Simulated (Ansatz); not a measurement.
`CSBCl`, charge 0, multiplicity 1.

Give a relaxed structure at PBE0-D4/def2-TZVP (Ansatz). (Best estimate.)

Ansatz gave: 
Z-matrix (Å, degrees):
```
C
S 1 1.810
H 1 1.088 2 110.2
H 1 1.089 2 109.0 3 120.4
H 1 1.089 2 109.0 3 -120.4
B 2 1.766 1 103.2 3 -0.0
Cl 6 1.749 2 119.0 1 180.0
H 6 1.191 2 121.7 1 0.0
```
Point group Cs.
